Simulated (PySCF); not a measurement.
Compound: NiH (doublet state).
SMILES: `[NiH]`

Level of theory: PySCF, PBE0-D3(BJ)/def2-SVP geometry optimisation, gas phase.

Take the most abundant isotopes and a rigid rotor. 

Problem. What are the moment of inertia and the rotational constant?

Solution. I = 2.093 u·Å², B = 505379 MHz·u·Å²/I = 241459 MHz (8.0542 cm⁻¹, or 11.588 K as hB/k). For two atoms I = μr² with μ = 0.9906 u and r = 1.4536 Å.

If the electronic state has orbital angular momentum about the axis (Π, Δ; not determined here), the simple ladder of levels BJ(J+1) doesn't apply.

Whether it is a minimum is left open (no frequencies). ⟨S²⟩ = 0.829 (exact for a doublet: 0.75). No vibrational averaging or centrifugal distortion is included, and the geometry carries the error of its method.

The run took 6.2 s of wall time on one thread of an Arm Neoverse V1, no GPU, shared host with 32 logical CPUs at a one-minute load of 10, and the process peaked at 0.23 GiB of memory. That covers the optimisation of the geometry.

***

BrH.
InChI=1S/BrH/h1H

Theory: PySCF, BHandHLYP/cc-pVDZ geometry optimisation, gas phase.

Masses are those of the commonest isotopes; rigid-rotor values at the optimised geometry. 

Q: What are the moment of inertia and the rotational constant?

A: I = 2.006 u·Å², B = 505379 MHz·u·Å²/I = 251996 MHz (8.4057 cm⁻¹, or 12.094 K as hB/k). For two atoms I = μr² with μ = 0.9951 u and r = 1.4196 Å.

Q: List the first levels of a rigid rotor in a Σ state.

A: E(J) = BJ(J+1): J = 1: 16.811, J = 2: 50.434, J = 3: 100.868, J = 4: 168.114, J = 5: 252.171, J = 6: 353.039 cm⁻¹.

Q: Where do the first rotational lines fall?

A: The dipole is 1.07 D; J+1 ← J lies at 2B(J+1): 1 ← 0 at 503.99 GHz, 2 ← 1 at 1007.99 GHz, 3 ← 2 at 1511.98 GHz, 4 ← 3 at 2015.97 GHz, 5 ← 4 at 2519.96 GHz, 6 ← 5 at 3023.96 GHz.

BHandHLYP/cc-pVDZ frequencies: not computed here. Zero-point vibration and centrifugal distortion are left out.
